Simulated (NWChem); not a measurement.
System: GeH₂, singlet; SMILES [GeH2]

Here is an NWChem input.

```
start job
memory heap 200 mb stack 900 mb global 1100 mb
geometry units angstroms noautosym nocenter noautoz
  Ge     0.000000     0.000000     0.036309
  H      0.000000    -1.136429    -1.086225
  H      0.000000     1.136429    -1.086225
end
basis spherical bse
  Ge library x2c-tzvpall-s
  H library x2c-tzvpall-s
end
relativistic
  zora on
  zora:cutoff 1d-30
end
dft
  xc pbe0
  grid fine
  iterations 150
end
property
  shielding 2 1 2
end
task dft property
```

Output (shortened):

```
             Northwest Computational Chemistry Package (NWChem) 7.3.0
             --------------------------------------------------------

                             Geometry "geometry" -> ""
                             -------------------------

 Output coordinates in angstroms (scale by  1.889725989 to convert to a.u.)

  No.       Tag          Charge          X              Y              Z
 ---- ---------------- ---------- -------------- -------------- --------------
    1 Ge                  32.0000     0.00000000     0.00000000     0.03630900
    2 H                    1.0000     0.00000000    -1.13642900    -1.08622500
    3 H                    1.0000     0.00000000     1.13642900    -1.08622500

 Effective nuclear repulsion energy (a.u.)      21.4349208978

                              NWChem Property Module
                              ----------------------

  itol2e modified to match energy
  convergence criterion.

                                 NWChem DFT Module
                                 -----------------

 Summary of "ao basis" -> "ao basis" (spherical)
 ------------------------------------------------------------------------------
       Tag                 Description            Shells   Functions and Types
 ---------------- ------------------------------  ------  ---------------------
 Ge                      x2c-tzvpall-s              18       54   6s7p4d1f
 H                       x2c-tzvpall-s               5        9   3s2p

  itol2e modified to match energy
  convergence criterion.

            General Information
            -------------------
          SCF calculation type: DFT
          Wavefunction type:  closed shell.
          No. of atoms     :     3
          No. of electrons :    34
           Alpha electrons :    17
            Beta electrons :    17
          Charge           :     0
          Spin multiplicity:     1
          Use of symmetry is: off; symmetry adaption is: off
          Maximum number of iterations: 150
          AO basis - number of functions:    72
                     number of shells:    28
          Convergence on energy requested:  1.00D-07
          Convergence on density requested:  1.00D-05
          Convergence on gradient requested:  5.00D-04

              XC Information
              --------------
                         PBE0 Method XC Functional
                     Hartree-Fock (Exact) Exchange  0.250
          PerdewBurkeErnzerhof Exchange Functional  0.750
            Perdew 1991 LDA Correlation Functional  1.000 local
           PerdewBurkeErnz. Correlation Functional  1.000 non-local

             Grid Information
             ----------------
          Grid used for XC integration:  fine
          Radial quadrature: Mura-Knowles
          Angular quadrature: Lebedev.
          Tag              B.-S. Rad. Rad. Pts. Rad. Cut. Ang. Pts.
          ---              ---------- --------- --------- ---------
          Ge                  1.25      140           8.0       974
          H                   0.35       60           8.0       590
          Grid pruning is: on
          Number of quadrature shells:   260
          Spatial weights used:  Erf1

      Superposition of Atomic Density Guess
      -------------------------------------

 Sum of atomic energies:       -2066.79761786
          Performing ZORA calculations
          ----------------------------

       Generating atomic ZORA corrections
       ----------------------------------

      Superposition of Atomic Density Guess
      -------------------------------------

 Sum of atomic energies:       -2066.79761786

      Non-variational initial energy
      ------------------------------

 Total energy =   -2066.762398
 1-e energy   =   -2929.684027
 2-e energy   =     841.486708
 HOMO         =      -0.236929
 LUMO         =      -0.090113

   convergence    iter        energy       DeltaE   RMS-Dens  Diis-err
 ---------------- ----- ----------------- --------- --------- ---------
 d= 0,ls=0.0,diis     1  -2109.1300724270 -2.13D+03  1.32D-02  1.36D+02
 d= 0,ls=0.0,diis     2  -2109.3575353759 -2.27D-01  4.63D-03  8.83D-01
 d= 0,ls=0.0,diis     3  -2109.3575871520 -5.18D-05  2.85D-03  3.48D-01
 d= 0,ls=0.0,diis     4  -2109.3678551156 -1.03D-02  4.38D-04  2.00D-02
 d= 0,ls=0.0,diis     5  -2109.3684598265 -6.05D-04  7.25D-05  1.91D-05
  Resetting Diis
 d= 0,ls=0.0,diis     6  -2109.3684635659 -3.74D-06  5.48D-06  3.04D-07
 d= 0,ls=0.0,diis     7  -2109.3684635979 -3.20D-08  2.28D-06  2.49D-08

      Commencing ZORA Property Calculations
      -------------------------------------

(nogshift,skip_gshiftAOev,done_Fji)=( 1,F,T)

         Total DFT energy =    -2109.368463597887
      One electron energy =    -2975.493569949145
           Coulomb energy =      925.313406584027
    Exchange-Corr. energy =      -80.623221130523
 Nuclear repulsion energy =       21.434920897754

       Scaling correction =       12.159700576208

 Numeric. integr. density =       33.999999754260

                       DFT Final Molecular Orbital Analysis
                       ------------------------------------

 Vector   15  Occ=2.000000D+00  E=-5.386544D-01
              MO Center= -2.2D-09,  1.1D-09, -4.0D-01, r^2= 1.6D+00
   Bfn.  Coefficient  Atom+Function         Bfn.  Coefficient  Atom+Function
  ----- ------------  ---------------      ----- ------------  ---------------
     5      0.577886  1 Ge s                  6      0.376151  1 Ge s
     4     -0.298521  1 Ge s                  3     -0.206989  1 Ge s
    56      0.125508  2 H  s                 65      0.125508  3 H  s
     2      0.102733  1 Ge s                 24     -0.098424  1 Ge pz
    55      0.083262  2 H  s                 64      0.083262  3 H  s

 Vector   16  Occ=2.000000D+00  E=-3.228683D-01
              MO Center= -8.6D-10, -1.6D-08, -6.9D-01, r^2= 2.3D+00
   Bfn.  Coefficient  Atom+Function         Bfn.  Coefficient  Atom+Function
  ----- ------------  ---------------      ----- ------------  ---------------
    23      0.373833  1 Ge py                56     -0.226019  2 H  s
    65      0.226019  3 H  s                 26      0.184243  1 Ge py
    17     -0.161285  1 Ge py                57     -0.156096  2 H  s
    66      0.156096  3 H  s                 55     -0.132918  2 H  s
    64      0.132918  3 H  s                 29      0.084417  1 Ge d -1

 Vector   17  Occ=2.000000D+00  E=-2.555204D-01
              MO Center=  1.4D-09,  1.5D-08,  6.0D-02, r^2= 2.6D+00
   Bfn.  Coefficient  Atom+Function         Bfn.  Coefficient  Atom+Function
  ----- ------------  ---------------      ----- ------------  ---------------
    24      0.405734  1 Ge pz                 6      0.389774  1 Ge s
     5      0.310527  1 Ge s                 27      0.302478  1 Ge pz
    18     -0.174392  1 Ge pz                56     -0.166809  2 H  s
    65     -0.166809  3 H  s                  4     -0.156930  1 Ge s
    57     -0.118450  2 H  s                 66     -0.118450  3 H  s

[...]

          -----------------------------------------
          Chemical Shielding Tensors (GIAO, in ppm)
          -----------------------------------------

                                NWChem CPHF Module
                                ------------------

  scftype          =     RHF
  nclosed          =       17
  nopen            =        0
  variables        =      935
  # of vectors     =        3
  tolerance        = 0.10D-03
  level shift      = 0.00D+00
  max iterations   =       50
  max subspace     =       30

 SCF residual:    2.6031185482750137E-004

Iterative solution of linear equations
  No. of variables      935
  No. of equations        3
  Maximum subspace       30
        Iterations       50
       Convergence  1.0D-04

   iter   nsub   residual    time
   ----  ------  --------  ---------
     1      3    1.66D+00      32.0
     2      6    8.27D-02      34.0
     3      9    2.98D-03      36.3
     4     12    9.25D-05      38.4

      Atom:    1  Ge
        Diamagnetic
   2750.0779      0.0000     -0.0000
      0.0000   2747.3640     -0.0000
     -0.0000     -0.0000   2745.5471

        Paramagnetic
   -879.7790     -0.0000     -0.0000
     -0.0000  -5945.4874     -0.0000
     -0.0000     -0.0000  -2760.6947

        Total Shielding Tensor
   1870.2988     -0.0000     -0.0000
     -0.0000  -3198.1234     -0.0000
     -0.0000     -0.0000    -15.1476

           isotropic =    -447.6574
          anisotropy =   -4125.6990

          Principal Components and Axis System
                 1           2           3
            -3198.1234   1870.2988    -15.1476

      1         0.0000      1.0000      0.0000
      2         1.0000     -0.0000     -0.0000
      3         0.0000     -0.0000      1.0000

      Atom:    2  H
        Diamagnetic
     21.3657      0.0000     -0.0000
      0.0000     30.7193     10.3277
     -0.0000     10.3277     29.6110

        Paramagnetic
      2.2866      0.0000     -0.0000
      0.0000    -23.3741     -9.0902
     -0.0000     -9.0902     -7.4748

        Total Shielding Tensor
     23.6523      0.0000     -0.0000
      0.0000      7.3451      1.2375
     -0.0000      1.2375     22.1362

           isotropic =      17.7112
          anisotropy =       8.9116

          Principal Components and Axis System
                 1           2           3
               23.6523     22.2390      7.2423

      1         1.0000      0.0000     -0.0000
      2        -0.0000      0.0828      0.9966
      3        -0.0000      0.9966     -0.0828
```

Level: PBE0/x2c-TZVPall-s, scalar ZORA without spin-orbit coupling, GIAO. Low-valent species are run as closed-shell singlets; no triplet was tried in these runs. All runs use the structure optimised with PBE0/def2-SVP. The printed shielding anisotropy is the first printed principal value minus the mean of the other two.
